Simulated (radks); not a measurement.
Numerical settings for the samarium ion Sm+, [Xe] 4f6 6s1. Calculated with a radial shooting solver on a logarithmic mesh with Libxc functionals: Dirac Kohn-Sham, PBE, spin-unpolarised, spherical densities, finite nucleus; open shells are shared between the two j in proportion to 2j + 1; Fermi nuclear charge, rms radius 5.0819 fm. The defaults (mesh step 0.008 in ln r, mesh end at 40 bohr or more with all orbitals vanishing there, Anderson mixing 0.5 over 9 steps, residual threshold near 1e-9 with the energy settled to 1e-9 hartree or 1e-11 of itself, here a cap of 53 iterations) give E = -10433.5999 hartree and 4f7/2 at -8.321 eV in 16 iterations. Run on one thread of a shared host, so times are rough (Arm Neoverse N1): 0.23 s of CPU time, 0.23 s wall, 16 iterations on 2360 mesh points. Changes against that run (0 stands for a change within the tolerance of the run):

[
 {"setting": "mesh step in ln r 0.12", "iterations": "4", "converged": "no", "E (mhartree)": "diverged", "e(4f7/2) (meV)": "-", "CPU (s)": "0.01"},
 {"setting": "mesh step in ln r 0.2", "iterations": "4", "converged": "no", "E (mhartree)": "diverged", "e(4f7/2) (meV)": "-", "CPU (s)": "0.01"},
 {"setting": "mesh step in ln r 0.005", "iterations": "17", "converged": "yes", "E (mhartree)": "0", "e(4f7/2) (meV)": "0", "CPU (s)": "0.36"},
 {"setting": "mesh end (bohr) 2", "iterations": "13", "converged": "level above zero", "E (mhartree)": "+1.66e+04", "e(4f7/2) (meV)": "+5.61e+04", "CPU (s)": "0.14"},
 {"setting": "mesh end (bohr) 8", "iterations": "16", "converged": "yes", "E (mhartree)": "+5.2", "e(4f7/2) (meV)": "+199", "CPU (s)": "0.21"},
 {"setting": "residual threshold 0.01", "iterations": "11", "converged": "yes", "E (mhartree)": "0", "e(4f7/2) (meV)": "+0.671", "CPU (s)": "0.18"},
 {"setting": "residual threshold 0.001", "iterations": "11", "converged": "yes", "E (mhartree)": "0", "e(4f7/2) (meV)": "+0.671", "CPU (s)": "0.18"},
 {"setting": "mixing 1.5", "iterations": "14", "converged": "yes", "E (mhartree)": "0", "e(4f7/2) (meV)": "0", "CPU (s)": "0.2"},
 {"setting": "linear mixing, mixing 0.8", "iterations": "53", "converged": "no", "E (mhartree)": "+1.63e+04", "e(4f7/2) (meV)": "-1.48e+05", "CPU (s)": "1.4"},
 {"setting": "linear mixing, mixing 0.05", "iterations": "53", "converged": "no", "E (mhartree)": "+0.558", "e(4f7/2) (meV)": "-422", "CPU (s)": "0.61"},
 {"setting": "mixing history 2", "iterations": "27", "converged": "yes", "E (mhartree)": "0", "e(4f7/2) (meV)": "0", "CPU (s)": "0.31"},
 {"setting": "iteration cap 5", "iterations": "5", "converged": "no", "E (mhartree)": "+1.57", "e(4f7/2) (meV)": "+622", "CPU (s)": "0.09"}
]

Settled on a wrong energy, with an occupied level pushed above zero by the early mesh end: mesh end (bohr) 2 (+16.6 hartree). Apart from these: settings that end as converged yet miss the energy by more than 1 mhartree: mesh end (bohr) 8 (+0.0052 hartree). A mesh that ends early acts as a hard wall.
